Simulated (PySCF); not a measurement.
Q: Give a GFN2-xTB geometry of InChI=1S/C5H3NO/c6-3-4-1-2-5(4)7/h1H,2H2.

A: 
```
atom  x, y, z in Å
N1     3.266    0.504    0.153
C2     2.134    0.318    0.131
C3     0.752    0.103    0.070
C4    -0.179   -0.392    0.914
C5    -1.340   -0.222   -0.029
C6    -0.278    0.344   -0.993
O7    -0.287    0.782   -2.098
H8    -0.130   -0.778    1.916
H9    -1.822   -1.141   -0.364
H10   -2.107    0.488    0.278
```

Orientation and origin are arbitrary. Atoms count from 1 in this order. The 7 heavy atoms lie in one plane (0.001 Å rms). The C–C distances run from 1.350 Å (C3=C4, drawn double) to 1.542 Å (C5–C6, drawn single), a spread of 0.192 Å. The 4-membered ring C3–C4–C5–C6 has internal angles of 84.3° to 95.7°; it is planar, 0.00 Å rms from its mean plane, widest ring torsion 0°.

Bonds between heavy atoms (Å): N1≡C2 1.147, C2–C3 1.400, C3=C4 1.350, C4–C5 1.506, C5–C6 1.542, C6=O7 1.189, C3–C6 1.500.

Computed geometry: GFN2-xTB, gas phase.

Point group: Cs (tolerance 0.08 Å). No frequency check.
